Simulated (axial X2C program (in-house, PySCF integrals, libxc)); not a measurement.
# Levels of LiRb⁺ by electron attachment to LiRb²⁺ (EOM-EA-CCSD)

Calculated with an in-house all-electron X2C program for linear molecules (integrals from PySCF): two-component X2C with atomic mean-field Coulomb and Gaunt terms, Gaussian nuclei, basis Rb dyall-acv3z, Li dyall-acv3z with contracted cores.

R = 4.031 Å (near the PBE0 minimum at charge 1 of the determinant lowest at the starting distance; the state shown can have its own minimum elsewhere).

Levels of LiRb⁺ obtained by attaching an electron to LiRb²⁺:

```
  Ω  binding energy (eV)  above lowest (cm⁻¹)                  attached spinor  one-particle weight
1/2                9.376                    0  50% Li sσ, 17% Rb sσ, 13% Rb pσ                 0.99
1/2                7.171                17782  42% Li pσ, 24% Li sσ, 24% Rb sσ                 0.99
1/2                7.023                18975  71% Li pπ, 13% Rb dπ, 13% Rb pπ                 1.00
3/2                7.017                19023  71% Li pπ, 13% Rb dπ, 12% Rb pπ                 1.00
1/2                6.216                25486  37% Rb sσ, 32% Li pσ, 12% Rb dσ                 0.99
1/2                5.178                33859   69% Rb pπ, 21% Li pπ, 9% Li dπ                 1.00
3/2                5.151                34074   69% Rb pπ, 21% Li pπ, 9% Li dπ                 1.00
```

(1) Take the first Ω = 1/2 and Ω = 3/2 rows of π character: how far apart are they, and which lies lower?

This point took 18 s on 1 thread of Intel(R) Xeon(R) Platinum 8375C CPU @ 2.90GHz (Ice Lake) (shared host).

Reference electrons by ω block (each with its −ω partner): 1/2: 13, 3/2: 5, 5/2: 1. 8 electrons of LiRb²⁺ correlated (inner shells frozen), 92 natural virtual spinors (a truncated set); levels can be off by some tenths of an eV. Roots sought by Ω: (1/2: 5, 3/2: 4, 5/2: 2, 7/2: 1); the list ends where they run out and leaves out roots under 60 % one-particle weight. The solver can skip a root, and states that need a further excitation, which the method places far too high, are missing though they may lie low or lowest. T1 of the reference 0.001 (Lee–Taylor). The reference was not checked to be the lowest state of its species. Number of frozen shells: Rb 3 s, 2 p, 1 d; Li 1 s.

## Answers

(1) E(3/2) − E(1/2) = 19023 − 18975 = 48 cm⁻¹ at EOM-EA-CCSD: regular, Ω = 1/2 lower. Splittings at this level can be off by ten to twenty per cent.
